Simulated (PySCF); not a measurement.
# Relaxation of triplet CoH₃

Level of theory: PySCF, UBP86, basis Co def2-TZVP, H def2-TZVP (no relativity, density fitting). A (50,194) grid was used.

A start displaced from a saddle point along its imaginary mode, with no symmetry imposed:

```xyz
4
charge 0 multiplicity 3, angstrom
Co   -0.0150    0.0019   -0.0182
H     1.4047   -0.1202    0.3011
H    -0.3221    1.4760    0.3690
H    -0.2046   -1.4642    0.3918
```

Task: What does it relax to?

Result: It ends at C2v with Co–H 1.539 Å, Co–H 1.667 Å (×2), H–H 0.844 Å; Co–H–H 75.3° (×2), H–Co–H 29.3°, H–Co–H 165.3° (×2) (after a last refinement on a finer grid). A frequency run shows a minimum.

Task: How much energy is released, and in how many steps?

Result: 91.5 kJ/mol in 18 steps.

With open d or f shells other occupations or spin states may lie lower.

The relaxation took about 80 core-seconds on a shared host.
